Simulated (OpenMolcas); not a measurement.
Ni2+ (d8) among equal point charges was computed by CASSCF with the d shell active (OpenMolcas, ANO-RCC-VDZP on the metal). Its lowest spin-free states, and all those of the highest spin:

```csv
2S+1,Degeneracy,E (cm-1)
3,1,0.0
3,3,4780
3,3,8479
1,2,18629
1,3,22201
3,3,25285
1,1,28644
1,3,29773
1,2,32004
1,3,32709
1,1,67470
```

Task: Is the site octahedral, tetrahedral or cube-like, axial, or of lower symmetry?

Result: The states with 2S+1 = 3 have orbital degeneracies 1, 3, 3, 3. Threefold states need a cubic site. For d8 at this spin an octahedron puts the single A2 below the threefold T2 and a tetrahedron or cube puts the threefold T1 below the threefold T2, so the site is octahedral. The first gap at this spin, 4780 cm-1, is |10Dq| in ligand-field theory. The run had Ni2+ among 6 point charges of -1.5 e arranged as an octahedron (Oh), 1.84 Å from the ion.

Without dynamic correlation the repulsion within the d shell is too large (B by tens of per cent), so at a given field states of lower spin stand too high. This is an electrostatic model: the charges have no orbitals. No measured value stands beside these numbers.
